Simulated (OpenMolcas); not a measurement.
**Ni5+, Pd5+, Pt5+: d5 down the group**

```json
{"Program": "OpenMolcas 26.06", "Method": "SS-CASPT2, IPEA 0.25 Eh, imaginary shift 0.1 Eh", "Basis": "ANO-R3", "Scalar Hamiltonian": "X2C, finite nucleus", "Spin-orbit coupling": "state interaction with AMFI integrals over the reference wave functions, term energies averaged over their components"}
```

Active space for each ion: 5 electrons in 5 orbitals (d); closed shells correlated by CASPT2: Ni5+ 3s 3p; Pd5+ 4s 4p; Pt5+ 5s 5p.

Computed levels in cm-1 above 6S 5/2:

```tsv
Level	Ni5+	Pd5+	Pt5+
4G 7/2	42920	29100	25340
4G 11/2	42940	29270	27020
4G 9/2	42970	29410	28330
4P 1/2	47600	33240	30290
4D 7/2	51380	34730	34220
4D 1/2	51610	36340	39620
2I 11/2	62640	42530	40170
2I 13/2	62840	43550	44430
2F 7/2(1)	69170	50240	57600
weight of 6S in the lowest level (%)	100	98	81
```

Mixed levels, with the weight of the term that names them: Pd5+ 4P 1/2 (66 %), Pd5+ 4D 1/2 (67 %), Pd5+ 2F 7/2(1) (60 %), Pt5+ 4G 7/2 (60 %), Pt5+ 4P 1/2 (59 %), Pt5+ 4D 7/2 (60 %), Pt5+ 4D 1/2 (66 %), Pt5+ 2I 11/2 (71 %), Pt5+ 2F 7/2(1) (62 %).

Measured, with the error of the calculation in %. Measured levels: Ni5+ from Corliss and Sugar, J. Phys. Chem. Ref. Data 10, 197 (1981).

| Level | Ni5+ |
| --- | --- |
| 4G 11/2 | 41921 (+2.4) |
| 4P 1/2 | 46325 (+2.8) |
| 4D 7/2 | 50331 (+2.1) |
| 2I 11/2 | 61196 (+2.4) |
| 2I 13/2 | 61280 (+2.5) |
| 2F 7/2(1) | 67085 (+3.1) |

Without spin-orbit coupling 4G lies 42930, 29210, 26300 cm-1 above 6S in that order; the difference to the level 4G 7/2, of either sign, comes from spin-orbit coupling, which also lowers the zero.

CASPT2 breaks the degeneracy within a term, and the mean is taken; among the terms shown or strongly mixed into the levels shown the widest spread is 270 cm-1 (4d5 4F, Pd5+). Computed and measured levels are paired by configuration, term and J; levels that our copy of the source lacks, or whose pairing is in doubt (as where it misses far off the trend of its configuration), stay unpaired and out of the deviations. Only configurations of the active space appear.

A number in round brackets counts repeated terms of one configuration in the order of the reference energies.
